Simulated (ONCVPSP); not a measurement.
# Scattering properties, ONCV potential for germanium (Ge)

ONCVPSP 4.0.1 input, shortened (lines: element, Z, core and valence counts, functional; n l f; lmax; l rc ep ncon nbas qcut; lloc lpopt rc5 dvloc0; l nproj debl; icmod fcfact rcfact), LDA (Perdew-Wang 92), scalar-relativistic:

```
  Ge 32.00    6    2  -001012      upf
    1    0    2.00
    2    0    2.00
    2    1    6.00
    3    0    2.00
    3    1    6.00
    3    2   10.00
    4    0    2.00
    4    1    1.00
    2
    0    1.55    0.00    4    8    4.00
    1    2.25    0.00    4    8    3.00
    2    1.95    0.15    3    8    4.20
    4    5    1.40    3.00
    0    2    3.60
    1    2    1.30
    2    2    3.90
    3    5.50    1.20
```

The phase is arctan(r·R′/R) of the radial function R(r), unwrapped; energies in Ha, scanned from -2 to 5 Ha. A pole is an energy at which the radial function vanishes at the test radius. The pseudo phase is shifted by a multiple of π to meet the all-electron one at the reference energy, and phase errors are pseudo minus all-electron; the curves can meet again beyond the range given. Levels narrower than the energy grid can be missing from the lists of poles.

```tsv
channel	radius (bohr)	reference energy (Ha)	poles, all-electron	poles, pseudo	unbroken range about the reference energy with phases within 0.05 rad	phase error 1 Ha above the reference energy (rad)
s	1.58	-0.74	2.97	2.97	below 5.0	-0.001
p	2.28	-0.42	0.69	0.69, 4.91	below 2.4	-0.000
d	1.98	0.15	-1.36, 2.81	2.74	-0.7 to 4.8	-0.024
```

Phases in the d channel:

```
E (Ha)  all-electron  pseudo
 -1.98         1.150  -1.876
 -1.62         0.832  -1.914
 -1.26        -1.756  -1.967
 -0.90        -1.973  -2.046
 -0.54        -2.144  -2.179
 -0.18        -2.419  -2.432
  0.18        -2.961  -2.962
  0.54        -3.695  -3.713
  0.90        -4.154  -4.179
  1.26        -4.380  -4.403
  1.62        -4.507  -4.526
  1.98        -4.589  -4.605
  2.34        -4.649  -4.662
  2.70        -4.699  -4.708
  3.06        -4.743  -4.749
  3.42        -4.788  -4.791
  3.78        -4.838  -4.839
  4.14        -4.903  -4.903
  4.50        -5.001  -5.009
  4.86        -5.188  -5.248
```
